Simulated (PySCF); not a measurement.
**Tl²⁺ (thallium, charge +2): LDA calculation**

Configuration: [Xe] 4f14 5d9 6s1 6p1, one real determinant (an excited configuration). Calculation: PySCF 2.14, in aug-cc-pwCVTZ-DK3; scalar relativity by spin-free X2C-1e.

| Property | Result |
| --- | --- |
| Total energy | -20233.87 hartree |
| One-electron energy | -27646.72 hartree |
| Hartree (Coulomb) energy | 7786.87 hartree |
| Exchange-correlation energy | -374.01 hartree |
| ⟨S²⟩ | 3.7506 |
| ⟨L²⟩ | 8.005 |
| Sum of ⟨r⟩ | 42.47 bohr |
| Sum of ⟨r²⟩ | 48.80 bohr² |
| Traceless quadrupole moment −½Σ⟨3z² − r²⟩ along its main axis | -2.90 e·bohr² |
| Langevin diamagnetic susceptibility | -38.7 ×10⁻⁶ cm³/mol |

```tsv
shell	electrons	mean orbital energy (hartree)	spread (hartree)	rms radius, mean of both spins (bohr)
1s α	1	-3130.67527	0	0.0184
1s β	1	-3130.67288	0	0.0184
2s α	1	-558.26458	0	0.0743
2s β	1	-558.26033	0	0.0743
2p α	3	-483.12532	0.00608	0.0683
2p β	3	-483.12147	0.00295	0.0683
3s α	1	-133.99858	0	0.190
3s β	1	-133.99571	0	0.190
3p α	3	-112.23100	0.00995	0.192
3p β	3	-112.22801	0.00757	0.192
3d α	5	-88.49484	0.01178	0.176
3d β	5	-88.49121	0.00723	0.176
4s α	1	-30.56684	0	0.416
4s β	1	-30.56159	0	0.416
4p α	3	-23.37403	0.01985	0.444
4p β	3	-23.36860	0.01548	0.444
4d α	5	-14.63639	0.02590	0.473
4d β	5	-14.63010	0.01826	0.473
5s α	1	-5.68326	0	0.927
5s β	1	-5.65764	0	0.927
4f α	7	-5.09815	0.02512	0.513
4f β	7	-5.09042	0.01714	0.513
5p α	3	-3.69017	0.03851	1.06
5p β	3	-3.65946	0.01170	1.06
5d α	5	-1.40986	0.04362	1.43
5d β	4	-1.36747	0.00183	1.43
6s α	1	-1.06072	0	2.32
6p α	1	-0.69609	0	2.90
```

⟨L²⟩ = 8.01 against 12 for a pure F term, so this real determinant mixes terms. Spin-orbit coupling, absent here, splits the open shell strongly.

Densities and radii are taken from the X2C orbitals without a picture-change correction, which distorts them close to the nucleus.
